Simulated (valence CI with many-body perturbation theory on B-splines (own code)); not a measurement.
**Forbidden lines of Yb63+**

Method: configuration interaction combined with many-body perturbation theory (CI+MBPT): five valence electrons over a frozen Dirac-Fock core [He], a basis of 11 s, 11 p, 10 d, 8 f, 5 g, 2 h functions for each j, with the one-electron correlation potential Σ1 (screened to all orders), the two-electron term Σ2, the three-electron term Σ3, Breit, model QED; selected single and double excitations, second order for the rest, scaled by the run's own slope (own B-spline code, finite nucleus).

The last digits are not significant, and no measured levels were compared; by estimate large intervals hold to a few tenths of a per cent, small ones and those within an open d or f shell to about a per cent. Among the levels kept, up to 7400 cm⁻¹ of a level comes from second order outside the variational space, and about a tenth of that is noise between levels of different J, which matters for small intervals.

Lines 1 to 50 of 106 in falling wavelength, among levels below 824.35 Ry, chosen from the decays that carry over 1 % of a level's rate. Wavelengths and rates use the calculated energies. Electric multipoles are in the length gauge, E1 and E2 with the static RPA response of the core. S is in atomic units (e²a₀⁴ for E2 and M2, e²a₀⁶ for E3), for M1 in squared Bohr magnetons. Weak lines are less certain than strong ones. Lines between different terms over intervals too small for the method are left out, as are lines whose strength nearly cancels.

Levels are named by their leading jj configuration (3d3/2^4 stands for four electrons in 3d with j = 3/2), which in mixed levels can hold well under half, so a name can repeat and another be missing. Letters in brackets count levels of one name in rising energy.

| λ vac (Å) | Upper | Lower | Type | A (s⁻¹) | S (a.u.) |
| --- | --- | --- | --- | --- | --- |
| 11.58 | (2s^2 2p1/2 2p3/2^2) J=3/2 | (2s^2 2p1/2^2 2p3/2) J=3/2 | M1 | 1.16e+10 | 2.67e+00 |
| 11.55 | (2s^2 2p3/2^3) J=3/2 | (2s^2 2p1/2 2p3/2^2) J=1/2 | M1 | 2.87e+09 | 6.56e-01 |
| 11.47 | (2s^2 2p3/2^2 3d5/2) J=9/2 | (2s^2 2p1/2 2p3/2 3d5/2) J=7/2 [b] | M1 | 2.81e+09 | 1.57e+00 |
| 11.33 | (2s^2 2p1/2 2p3/2^2) J=5/2 | (2s^2 2p1/2^2 2p3/2) J=3/2 | M1 | 1.93e+09 | 6.25e-01 |
| 11.33 | (2s^2 2p1/2 2p3/2^2) J=5/2 | (2s^2 2p1/2^2 2p3/2) J=3/2 | E2 | 5.56e+07 | 5.58e-05 |
| 11.21 | (2s^2 2p3/2^2 3d5/2) J=9/2 | (2s^2 2p1/2 2p3/2 3d5/2) J=9/2 | M1 | 5.06e+09 | 2.64e+00 |
| 11.06 | (2s^2 2p3/2^3) J=3/2 | (2s^2 2p1/2 2p3/2^2) J=5/2 | M1 | 3.24e+09 | 6.51e-01 |
| 11.02 | (2s^2 2p3/2^2 3d5/2) J=9/2 | (2s^2 2p1/2 2p3/2 3d5/2) J=7/2 [a] | M1 | 4.41e+09 | 2.18e+00 |
| 10.86 | (2s^2 2p1/2 2p3/2^2) J=1/2 | (2s^2 2p1/2^2 2p3/2) J=3/2 | M1 | 6.55e+09 | 6.22e-01 |
| 10.84 | (2s^2 2p3/2^3) J=3/2 | (2s^2 2p1/2 2p3/2^2) J=3/2 | M1 | 1.30e+10 | 2.45e+00 |
| 1.567 | (2s^2 2p1/2 2p3/2 3p1/2) J=3/2 [a] | (2s^2 2p1/2 2p3/2^2) J=1/2 | E2 | 1.97e+11 | 6.66e-06 |
| 1.565 | (2s^2 2p1/2 2p3/2 3p1/2) J=5/2 | (2s^2 2p1/2 2p3/2^2) J=1/2 | E2 | 3.73e+11 | 1.87e-05 |
| 1.559 | (2s^2 2p1/2 2p3/2 3p1/2) J=1/2 | (2s^2 2p1/2 2p3/2^2) J=5/2 | E2 | 4.07e+11 | 6.69e-06 |
| 1.558 | (2s^2 2p1/2 2p3/2 3p1/2) J=3/2 [a] | (2s^2 2p1/2 2p3/2^2) J=5/2 | M1 | 1.72e+10 | 9.66e-03 |
| 1.557 | (2s^2 2p1/2 2p3/2 3p1/2) J=3/2 [b] | (2s^2 2p1/2 2p3/2^2) J=1/2 | E2 | 1.72e+11 | 5.61e-06 |
| 1.557 | (2s^2 2p1/2^2 3p1/2) J=1/2 | (2s^2 2p1/2^2 2p3/2) J=3/2 | E2 | 1.95e+12 | 3.19e-05 |
| 1.557 | (2s^2 2p1/2^2 3p1/2) J=1/2 | (2s^2 2p1/2^2 2p3/2) J=3/2 | M1 | 2.91e+10 | 8.14e-03 |
| 1.555 | (2s^2 2p1/2 2p3/2 3p1/2) J=5/2 | (2s^2 2p1/2 2p3/2^2) J=5/2 | E2 | 1.11e+12 | 5.39e-05 |
| 1.554 | (2s^2 2p1/2 2p3/2 3p1/2) J=1/2 | (2s^2 2p1/2 2p3/2^2) J=3/2 | E2 | 6.10e+11 | 9.88e-06 |
| 1.554 | (2s^2 2p1/2 2p3/2 3p1/2) J=1/2 | (2s^2 2p1/2 2p3/2^2) J=3/2 | M1 | 2.51e+10 | 6.99e-03 |
| 1.554 | (2s^2 2p3/2^2 3p1/2) J=3/2 | (2s^2 2p3/2^3) J=3/2 | E2 | 3.97e+11 | 1.29e-05 |
| 1.554 | (2s^2 2p3/2^2 3p1/2) J=5/2 | (2s^2 2p3/2^3) J=3/2 | E2 | 1.35e+12 | 6.55e-05 |
| 1.553 | (2s^2 2p1/2 2p3/2 3p1/2) J=3/2 [a] | (2s^2 2p1/2 2p3/2^2) J=3/2 | E2 | 1.20e+12 | 3.86e-05 |
| 1.551 | (2s^2 2p1/2 2p3/2 3p1/2) J=5/2 | (2s^2 2p1/2 2p3/2^2) J=3/2 | E2 | 2.76e+11 | 1.32e-05 |
| 1.548 | (2s^2 2p1/2 2p3/2 3p1/2) J=3/2 [b] | (2s^2 2p1/2 2p3/2^2) J=5/2 | E2 | 1.09e+12 | 3.46e-05 |
| 1.543 | (2s^2 2p1/2 2p3/2 3p1/2) J=3/2 [b] | (2s^2 2p1/2 2p3/2^2) J=3/2 | E2 | 7.40e+10 | 2.31e-06 |
| 1.543 | (2s^2 2p3/2^2 3p1/2) J=1/2 | (2s^2 2p3/2^3) J=3/2 | E2 | 1.05e+12 | 1.64e-05 |
| 1.522 | (2s^2 2p3/2^2 3d5/2) J=9/2 | (2s 2p1/2 2p3/2^3) J=5/2 | E2 | 6.39e+09 | 4.66e-07 |
| 1.507 | (2s 2p1/2 2p3/2^2 3p3/2) J=7/2 [a] | (2s 2p1/2 2p3/2^3) J=3/2 [a] | E2 | 2.79e+11 | 1.55e-05 |
| 1.507 | (2s 2p1/2 2p3/2^2 3p3/2) J=9/2 | (2s 2p1/2 2p3/2^3) J=5/2 | E2 | 3.37e+11 | 2.34e-05 |
| 1.505 | (2s^2 2p1/2 2p3/2 3p3/2) J=3/2 [a] | (2s^2 2p1/2 2p3/2^2) J=1/2 | E2 | 4.97e+10 | 1.37e-06 |
| 1.501 | (2s 2p1/2^2 2p3/2 3p3/2) J=7/2 | (2s 2p1/2^2 2p3/2^2) J=5/2 | E2 | 6.44e+11 | 3.50e-05 |
| 1.500 | (2s^2 2p1/2 2p3/2 3p3/2) J=3/2 [b] | (2s^2 2p1/2 2p3/2^2) J=1/2 | E2 | 3.40e+11 | 9.21e-06 |
| 1.499 | (2s^2 2p1/2 2p3/2 3p3/2) J=5/2 [b] | (2s^2 2p1/2 2p3/2^2) J=1/2 | E2 | 3.88e+11 | 1.57e-05 |
| 1.499 | (2s 2p1/2^2 2p3/2 3p3/2) J=1/2 [b] | (2s 2p1/2^2 2p3/2^2) J=3/2 | E2 | 1.15e+12 | 1.55e-05 |
| 1.498 | (2s^2 2p1/2 2p3/2 3p3/2) J=5/2 [a] | (2s^2 2p1/2 2p3/2^2) J=5/2 | E2 | 1.53e+11 | 6.17e-06 |
| 1.497 | (2s^2 2p3/2^2 3p3/2) J=7/2 | (2s^2 2p3/2^3) J=3/2 | E2 | 3.69e+11 | 1.98e-05 |
| 1.497 | (2s^2 2p3/2^2 3p3/2) J=5/2 | (2s^2 2p3/2^3) J=3/2 | E2 | 4.06e+11 | 1.63e-05 |
| 1.497 | (2s^2 2p3/2^2 3p3/2) J=1/2 | (2s^2 2p3/2^3) J=3/2 | E2 | 3.25e+11 | 4.36e-06 |
| 1.496 | (2s^2 2p1/2 2p3/2 3p3/2) J=3/2 [a] | (2s^2 2p1/2 2p3/2^2) J=5/2 | E2 | 4.52e+11 | 1.21e-05 |
| 1.495 | (2s^2 2p1/2 2p3/2 3p3/2) J=7/2 | (2s^2 2p1/2 2p3/2^2) J=5/2 | E2 | 6.82e+11 | 3.64e-05 |
| 1.495 | (2s^2 2p1/2^2 3p3/2) J=3/2 | (2s^2 2p1/2^2 2p3/2) J=3/2 | E2 | 9.71e+11 | 2.59e-05 |
| 1.494 | (2s^2 2p1/2 2p3/2 3p3/2) J=5/2 [a] | (2s^2 2p1/2 2p3/2^2) J=3/2 | E2 | 5.82e+11 | 2.32e-05 |
| 1.493 | (2s^2 2p1/2 2p3/2 3p3/2) J=1/2 [a] | (2s^2 2p1/2 2p3/2^2) J=3/2 | E2 | 6.85e+11 | 9.06e-06 |
| 1.492 | (2s^2 2p1/2 2p3/2 3p3/2) J=3/2 [a] | (2s^2 2p1/2 2p3/2^2) J=3/2 | E2 | 2.14e+11 | 5.67e-06 |
| 1.492 | (2s 2p1/2 2p3/2^2 3p3/2) J=1/2 [b] | (2s 2p1/2 2p3/2^3) J=5/2 | E2 | 2.35e+11 | 3.10e-06 |
| 1.491 | (2s^2 2p1/2 2p3/2 3p3/2) J=3/2 [b] | (2s^2 2p1/2 2p3/2^2) J=5/2 | E2 | 7.71e+10 | 2.03e-06 |
| 1.491 | (2s^2 2p1/2 2p3/2 3p3/2) J=7/2 | (2s^2 2p1/2 2p3/2^2) J=3/2 | E2 | 7.79e+10 | 4.10e-06 |
| 1.489 | (2s^2 2p3/2^2 3p3/2) J=3/2 [a] | (2s^2 2p3/2^3) J=3/2 | E2 | 1.28e+12 | 3.33e-05 |
| 1.486 | (2s^2 2p1/2 2p3/2 3p3/2) J=1/2 [b] | (2s^2 2p1/2 2p3/2^2) J=5/2 | E2 | 1.36e+12 | 1.76e-05 |
